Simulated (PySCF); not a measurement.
Excitations are Tamm–Dancoff values on a coarser integration grid. The basis has no diffuse functions, so Rydberg states are missing or too high.

Cartesian coordinates (Å):
```xyz
28

C      2.1024     0.5832    -1.3465
N      1.4114    -0.1466    -0.3088
C      2.2657    -1.0377     0.4414
B      0.0000     0.0001    -0.0469
N     -0.6412     1.2778    -0.2432
C      0.0242     2.5392    -0.0133
C     -2.0088     1.4155    -0.6876
N     -0.7701    -1.1309     0.4113
C     -1.8886    -1.0102     1.3175
C     -0.4949    -2.4901     0.0068
H      2.8676     1.2794    -0.9456
H      2.6298    -0.1071    -2.0351
H      1.3896     1.1676    -1.9428
H      2.6821    -1.8579    -0.1791
H      1.7107    -1.4890     1.2741
H      3.1304    -0.4927     0.8704
H     -0.5465     3.1661     0.7009
H      0.1415     3.1384    -0.9398
H      1.0220     2.3733     0.4134
H     -2.6633     1.8860     0.0748
H     -2.0706     2.0495    -1.5949
H     -2.4302     0.4335    -0.9388
H     -1.9892     0.0261     1.6653
H     -2.8509    -1.3129     0.8553
H     -1.7487    -1.6520     2.2103
H      0.2975    -2.5103    -0.7527
H     -1.3947    -2.9643    -0.4339
H     -0.1773    -3.1343     0.8525
```
Charge 0, spin multiplicity 1.

Problem. What dipole moment, HOMO, HOMO–LUMO gap, T1 excitation (TDA) and brightest of the four lowest singlets (TDA) does PySCF with ωB97X-D3(BJ)/def2-TZVP // B3LYP-D3(BJ)/def2-SVP give?

Solution. 
```json
{
 "dipole_moment": "0.00 D",
 "HOMO": "-8.25 eV",
 "HOMO–LUMO gap": "10.82 eV",
 "T1 excitation (TDA)": "6.23 eV",
 "brightest of the four lowest singlets (TDA)": "7.04 eV"
}
```
